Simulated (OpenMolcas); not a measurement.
V3+, Nb3+, Ta3+: d2 down the group

```yaml
Program: OpenMolcas 26.06
Method: RASSCF
Basis: ANO-R2
Scalar_Hamiltonian: X2C, finite nucleus
Spin-orbit_coupling: state interaction with AMFI integrals over the reference wave functions, term energies averaged over their components
```

Active space for each ion: 8 electrons in 8 orbitals (RAS1 p, at most 2 holes; RAS2 d).

Computed levels in cm-1 above 3F2:

```tsv
Level	V3+	Nb3+	Ta3+
3F3	336	1135	5181
3F4	770	2475	9908
1D2	12856	10339	13544
3P0	15758	11576	12682
3P1	15874	12027	15535
3P2	16119	13107	21140
1G4	22450	17207	21845
1S0	46523	35749	41151
weight of 3F in the lowest level (%)	100	99	92
```

Mixed levels, with the weight of the term that names them: Ta3+ 1D2 (56 %), Ta3+ 3P2 (62 %).

Measured, with the error of the calculation in %. Measured levels: V3+ from Sugar and Corliss, J. Phys. Chem. Ref. Data 7, 1191 (1978).

```tsv
Level	V3+
3F3	325 (+3.2)
3F4	735 (+4.8)
1D2	10959 (+17.3)
3P1	13239 (+19.9)
3P2	13458 (+19.8)
1G4	18391 (+22.1)
1S0	42462 (+9.6)
```

The fine-structure level 3F4 changes by a factor of 12.9 from V3+ to Ta3+.

Without spin-orbit coupling 1D lies 12432, 9158, 8814 cm-1 above 3F in that order; the difference to the level 1D2, of either sign, comes from spin-orbit coupling, which also lowers the zero.

Without dynamic correlation excited terms often stand tens of per cent too high (terms of higher spin than the ground term too low), and those without a measured partner can miss by more than the paired ones. Active for correlation alone: 3p; no level in the range computed is led by a configuration that opens it, so any true level of that kind is missing (holds for V3+). Active for correlation alone: 4p; no level in the range computed is led by a configuration that opens it, so any true level of that kind is missing (holds for Nb3+). Active for correlation alone: 5p; no level in the range computed is led by a configuration that opens it, so any true level of that kind is missing (holds for Ta3+). Measured partners are found by configuration, term and J. A level has none where our copy of the source lacks it or the pairing is in doubt (some pairs that miss far off the trend of their configuration count as doubtful), and it then counts in no deviation. Only configurations of the active space appear.
